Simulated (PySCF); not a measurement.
## Property card for `CS[SiH2]/C=C/[SiH3]`

Compound: C3H10SSi2.
Geometry (PBE0-D3(BJ)/def2-SVP, Å), atoms numbered from 1 in this order:
```xyz
16
C3H10SSi2 angstrom
C      2.4416   -0.9065    0.4933
S      2.9161    0.8499    0.3924
Si     1.1816    1.6253   -0.5962
C     -0.3512    1.3069    0.4291
C     -1.2993    0.4194    0.0747
Si    -2.8139    0.0240    1.1068
H      2.3995   -1.3661   -0.5045
H      1.4739   -1.0319    0.9999
H      3.2185   -1.4113    1.0830
H      0.9772    0.9694   -1.9264
H      1.4530    3.0834   -0.7571
H     -0.4481    1.8333    1.3901
H     -1.1851   -0.1051   -0.8866
H     -4.0634    0.3083    0.3354
H     -2.7908    0.8561    2.3472
H     -2.8317   -1.4247    1.4805
```

Among its groups: C=C double bond, Si–H bond and C–Si bond.

From PBE0-D3(BJ)/def2-SVP geometry optimisation, gas phase (PySCF):

* Point group: C1
* Rotational constants A, B, C: 3.679, 0.719, 0.641 GHz

**PBE0/def2-SVPD ground state, ΔSCF and vertical TDDFT (core frozen in the response) (PySCF)**

- Dipole moment: 1.49 D
- HOMO energy: -6.91 eV
- LUMO energy: -1.25 eV
- HOMO–LUMO gap: 5.66 eV
- Lowest singlet excitation: 4.58 eV (270 nm, f = 0.024)
- Strongest line among the 10 lowest singlet transitions: S4 at 6.24 eV (199 nm, f = 0.419)
- Lowest triplet excitation (Tamm–Dancoff): 3.95 eV
- Static isotropic polarisability: 117.7 au
- Vertical ionisation energy: 8.82 eV
- Electronic spatial extent ⟨r²⟩ about the centre of nuclear charge: 1769 bohr²

**KT3/pcSseg-1 ground state and GIAO shieldings, non-relativistic (PySCF)**

* 13C chemical shifts (computed TMS as zero) by class: 143.4 (C4), 141.6 (C5), 15.4 (C1) ppm
* 1H chemical shifts (computed TMS as zero) by class: 6.59 (H12), 6.58 (H13), 4.70 (H10/H11), 4.10 (H14/H15/H16), 1.85 (H7/H8/H9) ppm
* Isotropic shieldings of nuclei other than C and H, by class: 389 (Si3), 432 (Si6), 678 (S2) ppm

Monoisotopic mass (most abundant isotopes): 134.0042 u.

S1 lies 1.08 eV below the HOMO–LUMO gap; its leading configuration is HOMO→LUMO, weight 0.97. The principal polarisabilities are 95.8, 108.5 and 148.7 au; their mean is the isotropic value. The polarisability is 17.44 Å³ as a volume (1 au = 0.148185 Å³), or 1.63 au for each of the 72 electrons. In wavenumbers S1 is 37000 cm⁻¹ (1 eV = 8065.54 cm⁻¹).

One conformer (not necessarily the lowest) at the PBE0-D3(BJ)/def2-SVP geometry, without solvent or vibrations. NMR classes are plain means over equivalent atoms (diastereotopic ones count apart unless rotation or inversion swaps them), as if these changed places fast; in this geometry the members of some classes differ.
